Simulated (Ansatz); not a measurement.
Program: Ansatz. Geometries: PBE0-D4/def2-TZVP. ΔE: electronic, gas phase. CCSD(T)/CBS adds triple-zeta CCSD(T) − MP2 to the extrapolated MP2 energy (def2 sets, frozen cores). This one scheme is used for every species. Functionals use def2-TZVPP. B3LYP here is the variant with VWN-RPA as its local correlation; programs differ in this. For Ge outer-core shells are correlated without core-valence functions, which leaves a few kJ/mol of doubt a bond. Scalar relativity is left out up to krypton. One conformer a species, not always the lowest.

Reaction (germylene formation by 1,1-elimination): `N[SiH2][GeH2][NH2]` → `[GeH2]` + `N[SiH2]N`

Is it downhill or uphill in electronic energy at CCSD(T)/CBS, and by how much? (Best estimate.)

The calculation gave: Uphill: ΔE = +1.14 eV.

What do these levels give: PBE-D4, PBE, B3LYP, MP2/def2-TZVPP, CCSD(T)/def2-TZVPP, MP2/CBS(def2)? (An estimate is asked.)

Computed: PBE-D4 1.25, PBE 1.17, B3LYP 0.86, MP2/def2-TZVPP 1.32, CCSD(T)/def2-TZVPP 1.20, MP2/CBS(def2) 1.26 eV.

Largest T1 diagnostic among the species: 0.012.

The D4 term adds +0.13 eV with B3LYP and +0.08 eV with PBE0; it sums over pairs of atoms, weighted by their polarisabilities, and B3LYP, whose exchange is more repulsive, gets the larger term. In def2-TZVPP, CCSD(T) changes the Hartree–Fock value by +0.47 eV (the triples alone add +0.07 eV) and MP2 by +0.59 eV.
